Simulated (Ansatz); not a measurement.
Consider the formal exchange of groups at a C–N bond: `C=CN(C)[SiH2]Cl` + `N[SiH3]` → `C=C[SiH2]N` + `CN[SiH2]Cl`.

Calculated with Ansatz (gas phase, PBE0-D4/def2-TZVP geometries, no zero-point term in ΔE). CCSD(T)/CBS is the MP2 limit (def2-TZVPP, def2-QZVPP) plus CCSD(T) − MP2 in def2-TZVPP, frozen cores. This one scheme is used for every species. DFT in def2-TZVPP. Each species was taken in one conformer, which may not be the lowest.

```
    level  ΔE (eV)
  BLYP-D4    -0.23
r2SCAN-D4    -0.25
  PBE0-D4    -0.25
     BLYP    -0.30
```

(1) What does CCSD(T)/CBS give? (Estimate.)

Largest T1 diagnostic among the species: 0.011.

## Answers

(1) Computed: -0.32 eV. The listed levels differ from it by 0.09, 0.07, 0.07, 0.02 eV.

At CCSD(T), def2-SVP lies +0.18 eV from the extrapolated value and def2-TZVPP +0.03 eV. Leaving LDA and LC-ωPBE aside and taking each functional with its dispersion term where it has one, the values, not all of them listed here, spread over 0.11 eV, from ωB97M-V to revPBE-D4. LDA lies +0.16 eV from PBE without D4.
